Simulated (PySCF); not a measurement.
Solvent effects on NMR parameters

Numbering as in the mapped SMILES `[CH2:1]=[CH:2][CH2:3][O:4][S:5]([CH3:6])(=[O:7])=[O:8]`. Hydrogens are named by the atom that carries them. Ha(C1) is cis to C3; Hb(C1) is trans to C3.

GIAO PBE0/pcSseg-1 in PySCF 2.14.0 with density-fitted response routines on one PBE0-D3(BJ)/def2-SVP conformer, non-relativistic, equivalent nuclei averaged. Solvents enter as an IEF-PCM continuum (benzene with ε = 2.3, chloroform with ε = 4.7) around the gas-phase geometry. Shifts are referred to TMS, CS2 computed in the same medium.

In benzene, δ in ppm: C2 142.3, C1 134.7, C3 68.8, C6 44.1, S5 330.1, H(C2) 6.34, Ha(C1) 5.91, Hb(C1) 5.80, H(C3) 4.48, H(C6) 2.83. Dipole moment 3.18 D.

Q: How does each δ change in the more polar medium?

A: 
| atoms | environment | Δδ, chloroform |
| --- | --- | --- |
| C2 | alkene CH | +0.8 |
| C1 | terminal =CH2 carbon | +0.2 |
| C3 | allylic sp3 CH2 bonded to O | +0.3 |
| C6 | methyl carbon bonded to S | +0.5 |
| S5 | sulfonyl sulfur | +2.4 |
| H(C2) | hydrogen on an alkene CH | +0.05 |
| Ha(C1) | hydrogen on a terminal =CH2 carbon | +0.01 |
| Hb(C1) | hydrogen on a terminal =CH2 carbon | +0.03 |
| H(C3) | hydrogen on an allylic sp3 CH2 bonded to O | +0.05 |
| H(C6) | hydrogen on a methyl carbon bonded to S | +0.10 |

Changes are relative to benzene. The dipole moment becomes 3.43 D in chloroform.

Q: Which nuclei move most (in ppm), and what does the model miss?

A: S5 (sulfonyl sulfur, +2.4 ppm) in chloroform. A continuum only polarises the solute; specific hydrogen bonds, the anisotropy of aromatic solvents and changes of geometry or conformer are outside it.
